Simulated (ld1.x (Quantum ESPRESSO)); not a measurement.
Scattering properties, PAW potential for Zn (Z = 30)

ld1.x (Quantum ESPRESSO) 7.5 input, shortened:

```
&input
   title='Zn', zed=30., rel=1, dft='PBE', iswitch=3,
   config='[Ar] 3d10 4s1.75 4p0'
 /
 &inputp
   pseudotype=3, lpaw=.true., tm=.true., lloc=-1, rcloc=0.70,
   nlcc=.true., new_core_ps=.true., rcore=0.45,
   which_augfun='BG', rmatch_augfun=0.55
 /
6
4S  1  0   1.75   0.00  1.45  1.95  0.0
4S  1  0   0.00  -0.15  1.45  1.95  0.0
4P  2  1   0.00   0.00  2.45  2.95  0.0
4P  2  1   0.00   0.10  2.45  2.95  0.0
3D  3  2  10.00   0.00  0.60  0.80  0.0
3D  3  2   0.00   2.60  0.60  0.80  0.0
 &test
   configts(1)='3d10 4s1.75 4p0'
 /
```

The phase is arctan(r·u′/u) with u = r·R(r), unwrapped; energies in Ry, scanned from -3 to 5 Ry. A pole is an energy at which the radial function vanishes at the test radius. The pseudo phase is shifted by a multiple of π to meet the all-electron one at the reference energy, and phase errors are pseudo minus all-electron; the curves can meet again beyond the range given. Levels narrower than the energy grid can be missing from the lists of poles.

**Question.** For each channel, where are the poles, and over which energies does the pseudopotential scatter like the atom?

**Answer.**

```json
{"channel": "s", "radius (bohr)": "3.21", "reference energy (Ry)": "-0.58", "poles, all-electron": "-0.04, 4.53", "poles, pseudo": "-0.04, 4.45", "unbroken range about the reference energy with phases within 0.05 rad": "the whole range", "phase error 1 Ry above the reference energy (rad)": "-0.000"}
{"channel": "p", "radius (bohr)": "3.21", "reference energy (Ry)": "-0.19", "poles, all-electron": "0.77", "poles, pseudo": "0.77, 4.99", "unbroken range about the reference energy with phases within 0.05 rad": "below 2.4", "phase error 1 Ry above the reference energy (rad)": "-0.000"}
{"channel": "d", "radius (bohr)": "3.21", "reference energy (Ry)": "-0.91", "poles, all-electron": "-0.89, 2.25", "poles, pseudo": "-0.89, 2.25", "unbroken range about the reference energy with phases within 0.05 rad": "the whole range", "phase error 1 Ry above the reference energy (rad)": "+0.000"}
```

Note: ghost state, extra bound levels that the all-electron valence spectrum of the same l lacks: p at -3088.0 eV (s not tested). A true bound ghost makes a file unfit for plane-wave use. Its overlap operator is not positive definite in a basis up to 400 Ry (lowest eigenvalue s -0.0016), so the file is unfit for use: the generalised eigenproblem breaks down once the basis is large enough, and its test numbers describe a broken file.

Phases in the p channel:

```csv
E (Ry),all-electron,pseudo
-3.00,1.378,1.378
-2.52,1.356,1.356
-2.04,1.326,1.326
-1.56,1.278,1.278
-1.08,1.186,1.186
-0.60,0.918,0.918
-0.12,-0.548,-0.548
0.36,-1.401,-1.401
0.84,-1.590,-1.590
1.32,-1.698,-1.699
1.80,-1.818,-1.821
2.28,-2.064,-2.086
2.76,-3.094,-3.278
3.24,-4.235,-4.308
3.72,-4.494,-4.532
4.20,-4.595,-4.626
4.68,-4.653,-4.683
```
